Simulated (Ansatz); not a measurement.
System: CH₆OSi, charge 0, singlet. CH6OSi (methoxysilane, SMILES CO[SiH3]).
B3LYP-D3(BJ)/def2-TZVP minimum from Ansatz (an electronic-structure program):
```xyz
9

Si     1.0256    -0.2397     0.1270
O     -0.4479    -0.0159    -0.5702
C     -1.5842     0.4490     0.1401
H      1.9238    -0.7253    -0.9386
H      1.5416     1.0315     0.6973
H      0.9463    -1.2342     1.2280
H     -1.4106     1.4452     0.5600
H     -2.4195     0.5051    -0.5574
H     -1.8517    -0.2336     0.9533
```
Charge 0, spin multiplicity 1.

Total energies in cc-pV(D+d)Z, 20 correlated electrons, 7 frozen orbitals. Radicals and triplets start from unrestricted determinants; spin-orbit coupling is neglected. Cores are frozen in correlated methods. No relativity.

| method | program | energy (Eh) | minus CCSDT(Q) (mEh) |
|---|---|---|---|
| HF | Ansatz | -405.18525 | 490.17 |
| MP2 | Ansatz | -405.61944 | 55.98 |
| CCSD | Ansatz | -405.66269 | 12.73 |
| CCSD(T) | Ansatz | -405.67372 | 1.71 |
| CCSDT(Q) | Ansatz | -405.67543 | 0.00 |

Rough core times of Ansatz's runs on a shared machine: CCSD(T) under 20 s, CCSDT(Q) 9 min.
